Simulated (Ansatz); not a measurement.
C4H8BF, SMILES `CC(C)=CBF`, relaxed with RKS PBE-D4/def2-SVP in Ansatz from a rough embedded geometry. The force threshold is 0.03 eV/Å; the program also tests the step.

Total charge 0; spin multiplicity 1.

Start:

```xyz
14

C    -1.848    0.126   -0.455
C    -0.345    0.070   -0.144
C     0.594    0.666   -1.135
C     0.141   -0.499    0.927
B     1.611   -0.639    1.392
F     1.980   -1.302    2.645
H    -2.306    0.696    0.404
H    -2.035    0.641   -1.379
H    -2.225   -0.942   -0.425
H     1.286   -0.155   -1.559
H     0.056    1.069   -2.024
H     1.223    1.453   -0.719
H    -0.615   -0.915    1.749
H     2.481   -0.269    0.725
```

| step | energy (eV) | largest force (eV/Å) | largest move (Å) |
| --- | --- | --- | --- |
| 1 | -7656.8848 | 5.559 | 0.000 |
| 2 | -7657.4177 | 2.162 | 0.138 |
| 3 | -7657.5680 | 0.670 | 0.159 |
| 4 (rejected) | -7657.5508 | 1.131 | 0.159 |
| 5 | -7657.5950 | 0.283 | 0.079 |
| 6 | -7657.6140 | 0.186 | 0.098 |
| 7 | -7657.6399 | 0.176 | 0.150 |
| 8 | -7657.6521 | 0.610 | 0.196 |
| 9 | -7657.7220 | 0.120 | 0.200 |
| 10 | -7657.7321 | 0.289 | 0.200 |
| 11 (rejected) | -7657.6691 | 0.786 | 0.185 |
| 12 | -7657.7486 | 0.108 | 0.092 |
| 13 | -7657.7549 | 0.068 | 0.100 |
| 14 | -7657.7557 | 0.148 | 0.081 |
| 15 | -7657.7578 | 0.013 | 0.027 |

End:

```xyz
14

C    -1.772   -0.009   -0.484
C    -0.310    0.023   -0.126
C     0.558    0.772   -1.102
C     0.164   -0.588    1.002
B     1.627   -0.624    1.479
F     1.924   -1.277    2.616
H    -2.184    1.023   -0.534
H    -1.921   -0.444   -1.497
H    -2.371   -0.592    0.241
H     0.491    0.307   -2.109
H     0.192    1.815   -1.223
H     1.619    0.802   -0.798
H    -0.588   -1.106    1.628
H     2.571   -0.101    0.907
```

Hardware: 4 threads of an Arm Neoverse V1 on a shared host. Wall time 22 s, peak host memory 0.17 GiB.
